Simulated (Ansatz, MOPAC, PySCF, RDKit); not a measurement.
Complex: CH4 (SMILES C) (first 5 atoms) with CH6Si (SMILES C[SiH3]); geometry from B3LYP-D3(BJ)/def2-TZVP, rigid monomers moved along the line of their centres of mass till C1···Si7 is 5.47 Å.
(charge 0, multiplicity 1):
| atom | x (Å) | y (Å) | z (Å) |
|---|---|---|---|
| C | -0.0874 | 0.0124 | 0.3210 |
| H | -0.3336 | -0.4011 | -0.6560 |
| H | 0.5725 | -0.6746 | 0.8487 |
| H | 0.4121 | 0.9719 | 0.1923 |
| H | -1.0019 | 0.1511 | 0.8959 |
| C | 0.6351 | 1.1338 | 5.5431 |
| Si | -0.1681 | -0.5463 | 5.7662 |
| H | 0.7222 | 1.3848 | 4.4852 |
| H | 1.6359 | 1.1462 | 5.9785 |
| H | 0.0457 | 1.9132 | 6.0295 |
| H | -1.5293 | -0.5602 | 5.1776 |
| H | -0.2820 | -0.8811 | 7.2072 |
| H | 0.6350 | -1.6042 | 5.1063 |

```
level                            interaction energy (kcal/mol)  cost
-------------------------------  -----------------------------  ----
MMFF94                                                   -0.19     -
UFF                                                      -0.32     -
AM1                                                       0.00     -
PM7                                                      -0.24     -
HF/3-21G (no counterpoise)                               -0.07     -
HF/6-31G*                                                -0.02     -
HF/6-31G* (no counterpoise)                              -0.06     -
PBE-D3(BJ)/def2-TZVPPD                                   -0.31    ×1
BP86/6-31G* (no counterpoise)                             0.03     -
B3LYP/6-31G* (no counterpoise)                           -0.03     -
B3LYP/def2-TZVPPD                                         0.06    ×1
B3LYP-D4/def2-TZVPPD                                     -0.19    ×1
PBE0/def2-TZVPPD                                         -0.08    ×1
PBE0-D4/def2-TZVPPD                                      -0.28    ×1
M06-2X/6-31G* (no counterpoise)                          -0.19     -
wB97X-V/def2-TZVPPD                                      -0.22    ×3
wB97M-V/def2-TZVPPD                                      -0.24    ×3
MP2/6-31G*                                               -0.11     -
CCSD/aug-cc-pV(D+d)Z                                     -0.19     -
CCSD(T)/aug-cc-pV(D+d)Z                                  -0.22    ×8
```

The rows run from -0.32 (UFF) to 0.06 kcal/mol (B3LYP/def2-TZVPPD). The dispersion term adds -0.25 in B3LYP-D4, -0.20 in PBE0-D4. The 4 functionals in def2-TZVPPD without D3 or D4 span 0.29, from wB97M-V to B3LYP.

Monomers are frozen at their geometry in the pair; levels with a basis set take the counterpoise correction. Rows marked so take none. RDKit's UFF carries no charges.

Correlated levels freeze the cores. Rows in 3-21G, 6-31G* carry no dispersion term and start afresh at each structure (6-31G* with six Cartesian d functions). MP2/6-31G* freezes PySCF's default core. The state that AM1, PM7 reach isn't checked; PM7 holds dispersion and hydrogen-bond terms.

Codes used: Ansatz (Gaussian orbitals); MOPAC for AM1, PM7 (differences of heats of formation); PySCF for 3-21G rows, 6-31G* rows, the dispersion terms; RDKit for the force fields. Each number belongs to the level named beside it.

Costs are rough ratios of core time to PBE/def2-TZVPPD (about 9 s over the structures, on one shared machine); a dash marks a level with no comparable run of its own.

Ansatz is a program for electronic structure.
